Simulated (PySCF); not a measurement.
# Vertical excitation energies

C₅H₇ClSSi.
Atom-mapped SMILES: `[CH3:1][SiH2:2][c:3]1[cH:4][c:5]([Cl:6])[cH:7][s:8]1` (hydrogens: H9, H10, H11 on C1; H12, H13 on Si2; H14 on C4; H15 on C7)

The calculation used TDDFT PBE0/def2-SVPD, vertical, gas phase, core orbitals frozen in the response (PySCF 2.14.0, density-fitted response routines). The structure is a single GFN2-xTB conformer in the gas phase; no vibrational or solvent corrections. Torsions of this conformer, `[CH3:1][SiH2:2][c:3]1[cH:4][c:5]([Cl:6])[cH:7][s:8]1`: C1–Si2–C3–C4 129°.

**Question.** List the vertical singlet excitations with oscillator strengths and describe the spectrum.

**Answer.** 

```json
{"state": "S1", "λ (nm)": "237.7", "E (eV)": "5.22", "f": "0.076", "|μ| (D)": "1.96", "main configurations (H = HOMO, L = LUMO)": "H→L (91%)"}
{"state": "S2", "λ (nm)": "217.4", "E (eV)": "5.70", "f": "0.080", "|μ| (D)": "1.92", "main configurations (H = HOMO, L = LUMO)": "H-1→L (48%), H→L+1 (43%)"}
{"state": "S3", "λ (nm)": "215.8", "E (eV)": "5.74", "f": "0.071", "|μ| (D)": "1.81", "main configurations (H = HOMO, L = LUMO)": "H→L+1 (50%), H-1→L (38%)"}
{"state": "S4", "λ (nm)": "199.3", "E (eV)": "6.22", "f": "0.0009", "|μ| (D)": "0.19", "main configurations (H = HOMO, L = LUMO)": "H-1→L+1 (88%)"}
{"state": "S5", "λ (nm)": "195.7", "E (eV)": "6.33", "f": "0.0007", "|μ| (D)": "0.17", "main configurations (H = HOMO, L = LUMO)": "H→L+2 (56%), H→L+3 (27%)"}
{"state": "S6", "λ (nm)": "189.1", "E (eV)": "6.56", "f": "0.0047", "|μ| (D)": "0.43", "main configurations (H = HOMO, L = LUMO)": "H→L+3 (54%), H→L+4 (22%), H→L+2 (11%)"}
{"state": "S7", "λ (nm)": "186.6", "E (eV)": "6.64", "f": "0.0022", "|μ| (D)": "0.30", "main configurations (H = HOMO, L = LUMO)": "H-2→L (59%), H→L+5 (14%), H→L+4 (11%)"}
{"state": "S8", "λ (nm)": "185.4", "E (eV)": "6.69", "f": "0.013", "|μ| (D)": "0.72", "main configurations (H = HOMO, L = LUMO)": "H-2→L (37%), H→L+5 (24%), H→L+2 (16%)"}
```

Triplets (Tamm–Dancoff): T1 3.61 eV, H→L (81%), H-1→L (13%); T2 4.29 eV, H-1→L (83%), H→L (13%); T3 5.36 eV, H→L+1 (86%).

The lowest singlet comes at 238 nm (503 kJ/mol) in the ultraviolet; it is of moderate strength; its leading configuration is HOMO→LUMO (91%). The strongest level in the table is S2 at 5.70 eV (217 nm, f = 0.080). Löwdin shares by element: HOMO carbon 57% or more, chlorine 19% (atoms not listed hold the other 25%); LUMO carbon 54% or more, sulfur 20% (atoms not listed hold the other 26%). Weighted by f, the mean energy of these states is 5.65 eV. Orbital energies (eV): HOMO-3 -9.38, HOMO-2 -8.95, HOMO-1 -7.51, HOMO -6.98, LUMO -1.03, LUMO+1 0.10, LUMO+2 0.46. Of the 8 states listed, 4 reach f = 0.01 and none stays under 0.0005. No computed singlet lies in the visible range (380 to 750 nm); the lowest, at 238 nm, stands 1.95 eV above its violet end (3.26 eV). Singlets were solved by full linear response, triplets in the Tamm–Dancoff approximation.

The run took 51 s of wall time on an Arm Neoverse V2 with one thread, no GPU, shared host, and the process peaked at 1.0 GiB of memory.
